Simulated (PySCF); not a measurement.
Molecule: SMILES O=C(O)[SiH2]CS (C2H6O2SSi). Atoms near the plane z = 1.5 Å, at the GFN2-xTB optimised geometry (x, y, z in Å): O1 (2.5, 0.4, 0.0), C2 (1.3, 0.4, 0.0), O3 (0.5, 1.5, 0.0), Si4 (0.1, -1.1, 0.1), H7 (1.1, 2.3, 0.0), H9 (-0.4, -1.3, 1.4).

Calculation: PySCF with B3LYP/def2-TZVP. The values are rescaled to run from 0 to 1.

```
|:::::::::::::::---------:::::::|
|::::::::::::::-----------::::::|
|::::::::::::::-----------::::::|
|::::::::::::::-----------::::::|
|:::::::::::::::---===----::::::|
|:::::::::::::::---====--:::::::|
|::::::::::::::::--====--::::...|
|:::::::::::::::::--==--:::.....|
|::::::::::::....::-----::......|
|::::::::::::....::----::.......|
|::::::::::::....::----:..    ..|
|::::::::::::::.::-----:.      .|
|::::::::::::::::--===-:.       |
|:::::::::::::----=++=-:.       |
|:::::::::::----==+++=-:.       |
|::::::::::---==+++++=-:.       |
|::::::::::--=+****++=-:.       |
|::::::::::-=*@@@##*+=-:.       |
|::::::::::-+@@@@@%#*=-:..     .|
|::::::::::-*@@@@@%#*=-::.......|
|........::-*@@@@@#*+=-::.......|
|.........::=%@@@#*++=-::.......|
|..........:-=+*+++==--:::......|
|..........::---===---::::......|
|...........:::------::::::.....|
|...........::::---:::::::::....|
|...........::::::::::::::::::..|
|...........::::::::::::::::::::|
|..........:::::::::::::::::::::|
|.........::::::::::::::::::::::|
|:.......:::::::::::::::::::::::|
```
Scale: ten equal steps from 0.000 (start of ' ') to 1.00 (end of '@'), in the order ' .:-=+*#%@'; x runs from -4.50 to 4.50, y from -4.50 (bottom) to 4.50 (top).

### Question
Which quantity is mapped?
A. electron localisation function
B. an orbital amplitude
C. Laplacian of the electron density
D. electrostatic potential

### Answer
D, electrostatic potential. In full: electrostatic potential (hartree/e), clipped to [-0.08, 0.12].
